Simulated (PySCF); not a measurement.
Ge(Me)2(OH)(OMe), SMILES [CH3][Ge]([CH3])([OH])[O]C at its GFN2-xTB optimised geometry (Å):

```
16

C      0.0005    -2.9045    -2.2757
O     -0.6314    -1.8359    -1.6051
Ge    -0.2185    -1.2336     0.0000
C     -0.8441    -2.4736     1.4422
C     -0.9561     0.6075     0.0000
O      1.5553    -1.2336     0.0000
H     -0.3561    -3.8686    -1.9036
H     -0.2551    -2.8148    -3.3330
H      1.0848    -2.8607    -2.1640
H     -1.9035    -2.6710     1.3238
H     -0.6805    -2.0389     2.4230
H     -0.3047    -3.4148     1.3842
H     -1.9831     0.5875    -0.3453
H     -0.9301     1.0377     0.9966
H     -0.3765     1.2336    -0.6708
H      1.9831    -0.9447     0.8016
```

Method: PBE0/def2-TZVP run with PySCF.

Map of the Laplacian of the electron density (e/bohr⁵), clipped to [-1.50, 1.50] on the plane z = 0.8 Å:

```
|*******************************|
|*******************************|
|*******************************|
|*******************************|
|*******************************|
|*******************************|
|*******************************|
|*******************************|
|*******************************|
|*******************************|
|*******************************|
|*********#*  *#****************|
|*********#*--*#****************|
|*********##***#****************|
|*********#####*****************|
|***********#*******************|
|*******************************|
|********************####*******|
|*************####**### -#******|
|************#%@@#*##%# .#******|
|*************%@@#*##%####******|
|**************###**#####*******|
|********************###********|
|*********##*++*****************|
|*********##********************|
|**********##**#****************|
|*********#######***************|
|**********#####****************|
|************#******************|
|*******************************|
|*******************************|
```
Scale: ten equal steps from -1.50 (start of ' ') to 0.791 (end of '@'), in the order ' .:-=+*#%@'; x runs from -4.00 to 4.00, y from -4.00 (bottom) to 4.00 (top).
